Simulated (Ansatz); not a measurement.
Clusters of 9 atoms, IV-VI: PBE-D4/def2-SVP single points in Ansatz on relaxed structures, gas phase. Each cluster is the lowest isomer that a short search found in that spin, judged at the geometry's level, and lower ones may exist. Core potentials for Pb, Sn, Te, no spin–orbit coupling. Binding counts from free atoms in the multiplicity of their measured ground term, without zero-point energy. The structures are stationary points that may keep the symmetry of their start. Remarks come from the PBE and PBE0 runs and from stability tests at other levels; not every state was tested.

```csv
species,atoms,state,geometry,HOMO (eV),LUMO (eV),gap (eV),binding per atom (eV),point group (within 0.1 Å),remarks
Ge3S6,9,singlet,r2SCAN-D4/def2-SVP,-6.28,-3.81,2.47,3.35,D3h,–
Si5O4,9,singlet,PBE-D4/def2-SVP,-5.01,-3.31,1.70,4.82,C2,restricted SCF unstable in HF
Sn4O5 (with an O–O bond),9,singlet,PBE-D4/def2-SVP,-5.43,-2.33,3.10,4.06,Cs,–
Si3O6,9,singlet,PBE0-D4/def2-SVP,-7.86,-3.54,4.32,5.30,D2d,–
Ge4O5,9,singlet,PBE-D4/def2-SVP,-6.45,-3.15,3.31,4.59,C2v,–
```

Problem. Estimate the rows for Te5Pb4 (singlet, PBE-D4/def2-SVP geometry); Si3Te6 (singlet, PBE-D4/def2-SVP geometry).

Solution. 
| species | atoms | state | geometry | HOMO (eV) | LUMO (eV) | gap (eV) | binding per atom (eV) | point group (within 0.1 Å) | remarks |
| --- | --- | --- | --- | --- | --- | --- | --- | --- | --- |
| Te5Pb4 | 9 | singlet | PBE-D4/def2-SVP | -4.77 | -3.07 | 1.70 | 2.88 | Cs | – |
| Si3Te6 | 9 | singlet | PBE-D4/def2-SVP | -5.25 | -3.80 | 1.45 | 2.96 | – | restricted SCF unstable in HF |

The gap (eV) runs from 1.45 (Si3Te6) to 4.32 (Si3O6).
